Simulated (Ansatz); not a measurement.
```yaml
crystal:
  periodic: [false, false, false]
  atoms:
    - {symbol: F, position_ang: [1.412212, 1.443822, -1.812428]}
    - {symbol: B, position_ang: [0.557727, 0.439214, -1.657630]}
    - {symbol: B, position_ang: [-0.551051, 0.333062, -0.423324]}
    - {symbol: Si, position_ang: [-0.142863, -0.505046, 1.360899]}
    - {symbol: H, position_ang: [0.638748, -0.458806, -2.464730]}
    - {symbol: H, position_ang: [-1.678060, 0.716165, -0.568976]}
    - {symbol: H, position_ang: [-1.236848, -1.404309, 1.819910]}
    - {symbol: H, position_ang: [1.141134, -1.253444, 1.417343]}
    - {symbol: H, position_ang: [-0.052398, 0.643042, 2.311836]}
basis:
  gaussian: {orbitals: cc-pVTZ}
hamiltonian: {xc: {name: HF}}
correlation: {method: mp2, frozen_orbitals: {F: 0}}
accuracy: high
output: {forces: true}
```

```sh
$ ansatz run in.yaml --threads 2 --pin off --events-out ev --progress --plain --max-ram 4352MiB
```

Output, abridged:

```
Functional definition: HF
Error: "frozen_orbitals" has no count for B
```

(1) Something in this input is off. What?

Results:

(1) Frozen orbitals are typed for one element alone, and the program wants a count for each. The program refused the input.
